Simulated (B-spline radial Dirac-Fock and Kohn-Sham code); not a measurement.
## Subshell photoionisation cross sections of Br⁵⁺ against photon energy

System: bromine as Br⁵⁺ in the configuration [Ar] 3d10 4s2.

Input of the calculation (task.json; shells as n, l, electrons):

```json
{"items": [{
  "Z": 35,
  "q": 5,
  "cfg": [[1, 0, 2], [2, 0, 2], [2, 1, 6], [3, 0, 2], [3, 1, 6], [3, 2, 10], [4, 0, 2]],
  "A": 79,
  "rrms": 4.1629,
  "do": ["binding", "quiet", "photo"],
  "hv": [28.7, 42.9, 46.5, 65.8, 326.0, 387.0, 467.0, 604.0, 2250.0, 2380.0, 2990.0, 3350.0, 6830.0, 7250.0, 10300.0, 11300.0, 14500.0, 24700.0, 31700.0, 45300.0, 89500.0, 98100.0, 98200.0, 105000.0]
}]}
```

Command: `python xray_run.py task.json out`

Calculated with a radial B-spline solver, using independent-particle photoionisation in a Dirac-Hartree-Slater potential with a Latter tail, all multipoles, thresholds from Dirac-Fock ΔSCF. Values are in kb; a dash marks an energy below the computed threshold.

```
hν (eV)      1s     2p3/2     3p1/2     3p3/2     3d5/2
    326       –         –       221       482      1560
    387       –         –       202       428      1080
    467       –         –       171       354       689
    604       –         –       124       251       355
   2250       –       157      9.20      17.5      5.64
   2380       –       135      8.02      15.2      4.62
   2990       –      71.9      4.51      8.46      2.02
   3350       –      52.0      3.35      6.26      1.32
   6830       –      6.04     0.454     0.824    0.0828
   7250       –      5.00     0.380     0.688    0.0650
  10300       –      1.61     0.130     0.231    0.0152
  11300       –      1.18    0.0970     0.172    0.0103
  14500    14.0     0.512    0.0436    0.0763   0.00353
  24700    3.42    0.0810   0.00739    0.0125  0.000344
  31700    1.71    0.0334   0.00314   0.00523  0.000114
  45300   0.619   0.00919  0.000904   0.00147  2.30e-05
  89500  0.0836  0.000759  8.12e-05  0.000123  1.10e-06
  98100  0.0636  0.000542  5.87e-05  8.83e-05  7.35e-07
  98200  0.0634  0.000540  5.85e-05  8.79e-05  7.32e-07
 105000  0.0518  0.000423  4.62e-05  6.89e-05  5.46e-07
```

At 105000 eV the multipoles beyond E1 give 25.1 % of 1s, 38.8 % of 2p3/2, 40.0 % of 3p1/2, 38.6 % of 3p3/2, 58.8 % of 3d5/2.

Run: 2.0 s of CPU time on 1 thread of Intel(R) Xeon(R) 6975P-C (shared host), peak memory 0.34 GiB.
